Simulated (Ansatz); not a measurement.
A structure relaxed at PBE0-D4/def2-TZVP, charge 0, multiplicity 1:

```xyz
14

N    -0.230   -0.383   -1.947
Ge    1.029    0.617   -1.035
N     1.091   -0.033    0.675
Si   -0.228   -0.195    1.746
N    -1.624    0.035    0.826
F    -0.071   -1.633    2.445
H    -0.562    0.053   -2.798
H     0.070   -1.324   -2.166
H     2.466    0.485   -1.584
H     0.523    2.065   -1.102
H     1.979   -0.424    0.949
H    -0.255    0.737    2.896
H    -2.509    0.296    1.222
H    -1.676   -0.295   -0.129
```

Problem. Give its formula and SMILES.

Solution. FGeH8N3Si, `[NH2][GeH2][NH][SiH](N)F`.

Problem. Point group (tolerance 0.08 Å, 0.16 Å for H)?

Solution. C1.

Problem. Summarise the bond lengths by kind.

Solution. 2 × Ge–N 1.830 to 1.849 Å; 5 × H–N 1.004 to 1.012 Å; 2 × Ge–H 1.536 to 1.544 Å; 2 × N–Si 1.688 to 1.707 Å; 1 × F–Si 1.607 Å; 1 × H–Si 1.481 Å.

Computed with Ansatz.
